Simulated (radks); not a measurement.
Q: All-electron atom: neutral silver in [Kr] 4d10 5s1 (the NIST ground configuration). Method: scalar-relativistic Kohn-Sham, r2SCAN, spin-unpolarised, spherical densities, finite nucleus; meta-GGA in the generalised Kohn-Sham scheme; Fermi nuclear charge, rms radius 4.5454 fm; computed with a radial shooting solver on a logarithmic mesh with Libxc functionals. Some entries of the table are withheld. Estimate them.

| orbital | occ. | eigenvalue (hartree) | r(max) (bohr) |
|---|---|---|---|
| 1s | 2 | -932.6781 | (1) |
| 2s | 2 | -137.8395 | 0.1139 |
| 2p | 6 | -123.5324 | 0.09116 |
| 3s | 2 | -25.48232 | 0.3321 |
| 3p | 6 | -20.74486 | (2) |
| 3d | 10 | -13.29218 | 0.2744 |
| 4s | 2 | -3.59006 | 0.8244 |
| 4p | 6 | (3) | 0.8781 |
| 4d | 10 | -0.28283 | 1.035 |
| 5s | 1 | -0.15772 | 2.515 |

A: 
(1) 1s r(max) (bohr): 0.02016
(2) 3p r(max) (bohr): 0.3255
(3) 4p eigenvalue (hartree): -2.21779
